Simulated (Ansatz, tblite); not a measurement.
Isomers of Cs₈⁻ (doublet), found by a short tight-binding search and relaxed with PBE0/def2-SVPD in Ansatz.

In the def2 sets Cs takes a core potential; there is no spin–orbit coupling. The xTB rows come from tblite. Correlated methods freeze no core orbitals; core or outer-core shells of Cs are correlated, in sets that lack core-valence functions.

Run but left out: HF/def2-TZVPD, B2PLYP/def2-TZVPD, MP2/def2-TZVPD (A: ⟨S²⟩ 1.02 to 3.41, where a pure state has 0.75).

A: At revPBE/def2-TZVPD the highest occupied level of the charge -1 doublet lies above zero (up to 0.01 eV). It is a level of α spin, whose loss leaves a singlet; that state wasn't run at this geometry and level. The electron is either unbound and held by the finite basis, or the level is raised by self-interaction error. At PBE0/def2-TZVPD the charge -1 doublet is spin-contaminated (final ⟨S²⟩ up to 0.84, 0.75 for a pure state). B: At PBE0/def2-TZVPD the charge -1 doublet is spin-contaminated (final ⟨S²⟩ up to 0.85, 0.75 for a pure state).

Other spin states weren't relaxed.

A:

```xyz
8

Cs   -2.675   -2.995    3.261
Cs   -2.006   -2.168   -1.847
Cs   -3.443    3.121   -2.963
Cs   -2.069    2.134    1.853
Cs    3.251   -4.211   -1.325
Cs    1.825    1.011   -2.777
Cs    2.249   -1.028    2.517
Cs    2.867    4.137    1.280
```

B:

```csv
atom,x (Å),y (Å),z (Å)
Cs1,-2.3853,-0.9550,-5.2422
Cs2,-0.7942,-4.1775,2.9609
Cs3,0.5881,0.9125,3.6182
Cs4,-3.1919,-0.4761,-0.0641
Cs5,1.6126,-2.7574,-1.5069
Cs6,5.0948,0.4774,1.3498
Cs7,-2.2116,4.6882,0.9953
Cs8,1.2875,2.2879,-2.1111
```

Task: Estimate which lies lowest at each level, and how far above it the others are (kJ/mol).

Result: 
| level | A | B |
| --- | --- | --- |
| GFN1-xTB | 0.0 | 3.1 |
| GFN2-xTB | 0.0 | 2.6 |
| LDA (SPW92)/def2-TZVPD | 0.0 | 1.6 |
| PBE/def2-TZVPD | 0.0 | 1.0 |
| revPBE/def2-TZVPD | 0.0 | 0.6 |
| PBE0/def2-TZVPD | 0.0 | 0.6 |
| RPA@PBE/def2-TZVPD | 0.0 | 0.4 |
Point groups (tolerance 0.1 Å): A not assigned, B not assigned. Lower isomers may exist.
